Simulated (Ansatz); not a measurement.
Cost and result for the atomization energy of `FB1NCO1` (8 atoms, 8 bonds).

Cartesian coordinates in Å:
```
F 1.750 -1.369 0.926
B 0.826 -0.647 0.334
N -0.465 -0.187 0.681
C -0.428 0.478 -0.610
O 0.853 -0.093 -0.937
H -0.972 0.102 1.494
H -1.193 0.148 -1.318
H -0.370 1.569 -0.570
```

Charge 0, multiplicity 1. The geometry is a stationary point of PBE0-D4/def2-TZVP. Program: Ansatz. All runs use 2 threads of an AMD EPYC 9R45 on a shared host. Times are those of one run each, without the atoms' runs, and a repeat can differ threefold. Electronic energies, without spin–orbit coupling; frozen cores. CCSD(T)/CBS adds CCSD(T) − MP2 in def2-TZVPP to the MP2 limit, and its time is that of the two runs behind it. T1 = 0.013. B3LYP takes the VWN-RPA correlation (the form of Gaussian; ORCA's B3LYP/G). HSE06 is the plane-wave form, built on full-range PBE exchange.

CCSD(T)/CBS is a level of theory with its own doubt, some kJ/mol a heavy atom from the limit and from the frozen cores, so smaller differences don't rank the functionals.

```
                             level  functions  wall time  atomization (kcal/mol)  difference from CCSD(T)/CBS  per bond
            LDA (SPW92)/def2-TZVPP        197     0.55 s                   976.4                        148.6      18.6
                BLYP-D4/def2-TZVPP        197     0.95 s                   835.2                          7.4       0.9
               BHLYP-D4/def2-TZVPP        197      1.1 s                   795.5                        -32.3      -4.0
               HSE06-D4/def2-TZVPP        197      1.2 s                   836.8                          9.0       1.1
 B3LYP-D4/def2-TZVPP (with forces)        197      1.6 s                   829.9                          2.1       0.3
                  CCSD(T)/def2-SVP         85      1.8 s                   786.8                        -41.0      -5.1
r2SCAN-D4/def2-TZVPP (with forces)        197      1.9 s                   833.6                          5.8       0.7
                ωB97X-V/def2-TZVPP        197        3 s                   832.8                          5.0       0.6
                 B97M-V/def2-TZVPP        197      3.2 s                   831.8                          4.0       0.5
  ωB97M-V/def2-TZVPP (with forces)        197      3.8 s                   835.3                          7.5       0.9
                    MP2/def2-QZVPP        375      7.5 s                   847.4                         19.6       2.5
                CCSD(T)/def2-TZVPP        197       30 s                   804.1                        -23.7      -3.0
                 CCSD(T)/CBS(def2)          –       37 s                   827.8                          0.0       0.0
```

The D4 term adds +4.6 kcal/mol with B3LYP and +2.4 kcal/mol with PBE0; it sums over pairs of atoms, weighted by their polarisabilities, and B3LYP, whose exchange is more repulsive, gets the larger term. From r2SCAN to r2SCAN0 (25 % exact exchange), in def2-TZVPP and without D4, the atomization energy moves by −19.5 kcal/mol: exact exchange takes away binding that semilocal exchange gives to molecules. Leaving LDA and LC-ωPBE aside and taking each functional with its dispersion term where it has one, the values, not all of them listed here, spread over 65.1 kcal/mol, from BHLYP-D4 to PBE-D4. LDA lies +118.7 kcal/mol from PBE without D4, its usual overbinding.
